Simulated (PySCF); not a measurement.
**Sc (scandium, neutral) across methods**

[Ar] 3d1 4s1 5s1, high-spin 4D determinant (an excited configuration). Calculation: PySCF 2.14, in x2c-QZVPPall with one added diffuse shell each of s, p, d, f, g type (12s8p6d4f3g, 121 functions); scalar relativity by spin-free X2C-1e.

| method | E (hartree) | mean ε 3d α (eV) | mean ε 4s α (eV) | mean ε 5s α (eV) | Σ⟨r²⟩ (bohr²) | ⟨S²⟩ |
| --- | --- | --- | --- | --- | --- | --- |
| LDA | -762.065 | -7.312 | -7.172 | -1.473 | 120.4 | 3.750 |
| PBE0 | -763.863 | -8.957 | -7.651 | -1.709 | 124.2 | 3.751 |
| UHF | -763.17650 | -13.111 | -9.285 | -2.125 | 131.5 | 3.752 |

Task: Estimate the same row for PBE.

Result: E (hartree) = -763.828; mean ε 3d α (eV) = -7.408; mean ε 4s α (eV) = -6.980; mean ε 5s α (eV) = -1.482; Σ⟨r²⟩ (bohr²) = 121.8; ⟨S²⟩ = 3.750.

The outer electron is Rydberg-like, and this basis confines it to a smaller radius and binds it less than a complete one would.
